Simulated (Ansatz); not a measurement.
Method: frozen-core CCSD(T)/cc-pVTZ // B3LYP-D3(BJ)/def2-TZVP (Ansatz, a quantum-chemistry and plane-wave program).

Ansatz 0.2 input:
```yaml
crystal:
  periodic: [false, false, false]
  atoms:
    - { symbol: C, position_ang: [1.214675, 0.036614, 0.420272] }
    - { symbol: C, position_ang: [0.08675, -0.187521, 0.066118] }
    - { symbol: S, position_ang: [-1.450923, -0.634474, -0.464113] }
    - { symbol: H, position_ang: [2.207021, 0.245455, 0.73584] }
    - { symbol: H, position_ang: [-2.058448, 0.542302, -0.218491] }
basis:
  gaussian: { orbitals: cc-pVTZ }
correlation:
  method: ccsd_t
```

Output:

```
Functional definition: HF
698 factors; integrals over basis functions are off by at most 7.6e-4 eV
mean field evaluation 1: about -12906.8439 eV, gradient 2.6e1 eV
mean field evaluation 2: about -12906.8522 eV, gradient 2.6e1 eV
mean field evaluation 4: about -12908.9467 eV, gradient 3.5e0 eV
mean field evaluation 8: about -12908.9976 eV, gradient 2.9e-1 eV
mean field evaluation 16: about -12908.9822 eV, gradient 1.7e0 eV
mean field -12908.99839102 eV, -474.3969408365 hartree, gradient 3.1e-6 eV, S^2 0.000000; 0 other end points of the search recorded, 0 dependent functions left out
7 core orbitals not correlated
reference -12908.99839102 eV, -474.3969408365 hartree; 8, 8 occupied and 107, 107 virtual orbitals, 698 factors
second order -13.02991794 eV of doubles, -0.00000000 eV of singles
cycle   1  -13.16676658 eV  change   -1.4e-1 eV  update   9.0e-2
cycle   2  -13.56835694 eV  change   -4.0e-1 eV  update   2.8e-2
cycle   3  -13.64961525 eV  change   -8.1e-2 eV  update   1.3e-2
cycle   4  -13.64978449 eV  change   -1.7e-4 eV  update   3.8e-3
cycle   5  -13.65195199 eV  change   -2.2e-3 eV  update   1.5e-3
cycle   6  -13.65218734 eV  change   -2.4e-4 eV  update   4.1e-4
cycle   7  -13.65222820 eV  change   -4.1e-5 eV  update   1.3e-4
cycle   8  -13.65225264 eV  change   -2.4e-5 eV  update   5.6e-5
cycle   9  -13.65224310 eV  change    9.5e-6 eV  update   2.1e-5
cycle  10  -13.65222732 eV  change    1.6e-5 eV  update   7.0e-6
perturbative correction -0.71632261 eV, -0.0263243703 hartree
Total energy: -12923.36694094 eV, -474.9249753068 hartree
```

Cost: around 7 core-seconds (rough).
